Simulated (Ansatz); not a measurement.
Geometry optimisation, Ansatz, RKS PBE/6-31G.

The input (input.yaml):

```yaml
crystal:
  periodic: [false, false, false]
  atoms:
    - { symbol: Si, position_ang: [-1.2425, 1.1247, -0.2575] }
    - { symbol: "N", position_ang: [0.2875, -0.2811, 0.1737] }
    - { symbol: C, position_ang: [0.2041, -0.8451, 1.497] }
    - { symbol: C, position_ang: [0.4658, -1.2707, -0.8574] }
    - { symbol: H, position_ang: [-1.3144, 1.4108, -1.6831] }
    - { symbol: H, position_ang: [-1.5557, 1.9989, 0.8589] }
    - { symbol: H, position_ang: [-2.2416, 0.0315, -0.1027] }
    - { symbol: H, position_ang: [1.1737, 0.7174, 0.0999] }
    - { symbol: S, position_ang: [0.9125, 2.4451, -0.3031] }
    - { symbol: H, position_ang: [0.0966, -0.0406, 2.2215] }
    - { symbol: H, position_ang: [-0.6625, -1.508, 1.5775] }
    - { symbol: H, position_ang: [1.1042, -1.4201, 1.737] }
    - { symbol: H, position_ang: [-0.4244, -1.9015, -0.9377] }
    - { symbol: H, position_ang: [0.6243, -0.7711, -1.8111] }
    - { symbol: H, position_ang: [1.3261, -1.912, -0.6469] }
    - { symbol: H, position_ang: [1.2462, 2.2218, -1.5659] }
basis:
  gaussian: { orbitals: "6-31G" }
hamiltonian:
  xc: pbe
relax:
  f_tol: 0.15
  max_steps: 25
  restrain:
    - { distance: [0, 8], at: 3.46, k: 30.0 }
    - { distance: [7, 1], at: 2.32, k: 30.0 }
    - { distance: [0, 1], at: 1.82, k: 30.0 }
    - { distance: [7, 8], at: 1.36, k: 30.0 }
```

Command:

```bash
$ ansatz run input.yaml --threads 2 --pin off --max-ram 3072MiB --backend cpu --events-out ev --progress --plain --runs-dir out
```

Question: Where does it end, and by what steps?

Answer: The forces met the threshold. The restraints hold the end off the free minimum. Limits of this set-up: no polarisation functions. After 7 steps the energy has fallen by 0.707 eV (the restraints' own energy left out); H8 moved furthest, 0.78 Å. Parted: Si1–S9. Joined: H8–S9.

| step | energy less start (eV) | largest force component (eV/Å) | accepted |
| --- | --- | --- | --- |
| 0 | 0.0000 | 3.078 | yes |
| 1 | 0.3010 | 3.397 | yes |
| 2 | 0.5496 | 3.936 | yes |
| 3 | 0.1495 | 3.073 | yes |
| 4 | -0.5985 | 0.810 | yes |
| 5 | -0.6961 | 0.550 | yes |
| 6 | -0.6834 | 0.731 | no |
| 7 | -0.7072 | 0.788 | yes |

```xyz
16
Properties=species:S:1:pos:R:3
Si -1.349 0.770 -0.185
N 0.016 -0.380 0.169
C 0.098 -0.917 1.540
C 0.368 -1.353 -0.881
H -1.150 1.314 -1.578
H -1.373 1.835 0.880
H -2.699 0.048 -0.167
H 1.401 1.465 0.050
S 1.483 2.773 -0.363
H 0.002 -0.096 2.270
H -0.683 -1.678 1.768
H 1.084 -1.393 1.692
H -0.390 -2.159 -1.018
H 0.495 -0.835 -1.847
H 1.328 -1.839 -0.626
H 1.368 2.446 -1.704
```

Run time: 22 s on 2 threads of Arm Neoverse V2 (shared host), peak memory 0.18 GiB.
